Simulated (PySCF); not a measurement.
**Ionisation energy of P²⁺ by level of theory**

P²⁺ [Ne] 3s2 3p1 (2P) → P³⁺ [Ne] 3s2 (1S), as a difference of total energies. All numbers are calculated (PySCF 2.14, the spin-free X2C one-electron Hamiltonian (Gaussian nucleus), in dyall-acv3z (19s12p6d4f, 113 functions)). Correlated levels: valence: [Ne] frozen; valence and next inner shell: 1s2 frozen; virtual orbitals above 40 to 60 times the deepest correlated orbital energy dropped. The calculations carry no spin-orbit coupling.

```csv
method,ionisation energy (eV)
UHF,29.579
LDA,30.196
PBE,30.233
PBE0,30.255
r2SCAN,30.362
MN15,30.195
BP86,30.324
M06-2X,29.994
MP2 (valence),29.884
SCS-MP2 (valence),29.874
MP2 (valence and next inner shell),29.935
SCS-MP2 (valence and next inner shell),29.918
```

Q: How much does correlation contribute at MP2 (valence and next inner shell)?

A: 29.935 − (29.579) = 0.356 eV, measured against UHF.

A first-order spin-orbit estimate (lowest level to lowest level, LS coupling) adds 0.041 eV.

Errors of the correlated levels include the incompleteness of this basis and the frozen core.

For comparison: 30.203 eV (measured; NIST Atomic Spectra Database, ionization energies).
